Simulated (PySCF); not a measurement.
Cl2FGeH3Si.

```xyz
8

F      0.8442    -1.8882     0.0000
Si     0.5443    -0.2954     0.0000
Cl     1.4426     0.4928    -1.6814
Cl     1.4426     0.4928     1.6814
Ge    -1.7940     0.1168     0.0000
H     -2.4222    -0.5021    -1.2612
H     -2.4222    -0.5021     1.2612
H     -2.0145     1.6394     0.0000
```
Charge 0, spin multiplicity 1.

Geometry: B3LYP-D3(BJ)/def2-SVP. This is a generated structure with no PubChem entry under its InChIKey; it may be hypothetical.

Level of theory: PySCF with PBE/pcSseg-1. Non-relativistic, no solvent.

Computed absolute GIAO shielding of each atom: isotropic value and principal components (ppm):
| atom | σ(iso) | σ11 | σ22 | σ33 | span |
|---|---|---|---|---|---|
| F1 | 247.0 | 194.8 | 250.8 | 295.3 | 100.5 |
| Si2 | 302.2 | 285.1 | 299.7 | 321.8 | 36.7 |
| Cl3 | 740.7 | 587.6 | 682.4 | 952.1 | 364.6 |
| Cl4 | 740.7 | 587.6 | 682.4 | 952.1 | 364.6 |
| Ge5 | 1602.1 | 1584.7 | 1598.7 | 1623.0 | 38.3 |
| H6 | 27.3 | 21.0 | 22.6 | 38.4 | 17.4 |
| H7 | 27.3 | 21.0 | 22.6 | 38.4 | 17.4 |
| H8 | 27.4 | 21.4 | 23.0 | 37.8 | 16.5 |
